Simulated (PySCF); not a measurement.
# LiGe: from constants to spectrum

UHF-CCSD(T) constants of LiGe, ⁴Σ⁻ (quartet), unpaired electrons σ ↑, π ↑↑ (PySCF, no relativity, basis sets Li 6-31G(d,p), Ge 6-31G(d,p); masses 7.0160 and 73.9212 u):

* ωe: 412.7 cm⁻¹
* ωexe: 2.67 cm⁻¹
* Be: 0.44493 cm⁻¹
* αe: 0.00450 cm⁻¹
* D (centrifugal): 2.07e-06 cm⁻¹
* De to Li + Ge: 1.60 eV

**Question.** Give the vibrational terms G(v) and spacings up to v = 6.

**Answer.** G(v) = ωe(v+½) − ωexe(v+½)².

| v | G(v) (cm⁻¹) | G(v) − G(v−1) | Bv (cm⁻¹) |
| --- | --- | --- | --- |
| 0 | 205.7 |  | 0.4427 |
| 1 | 613.0 | 407.4 | 0.4382 |
| 2 | 1015.1 | 402.0 | 0.4337 |
| 3 | 1411.7 | 396.7 | 0.4292 |
| 4 | 1803.1 | 391.3 | 0.4247 |
| 5 | 2189.1 | 386.0 | 0.4202 |
| 6 | 2569.7 | 380.7 | 0.4157 |

**Question.** How well does the Morse estimate ωe²/(4ωexe) reproduce De, and what is D0?

**Answer.** It gives 1.98 eV, 124 % of the computed De. D0 = De − G(0) = 1.60 − 0.03 = 1.57 eV.

Correlated steps freeze 9 core orbitals. Correlated levels converge slowly with the basis: in double zeta they bind strong bonds too weakly, by up to about 1 eV, and carry superposition errors of some tenths. Spin–orbit coupling is left out. The state is the lowest determinant that a PBE0 search found; another state may lie lower at other levels.
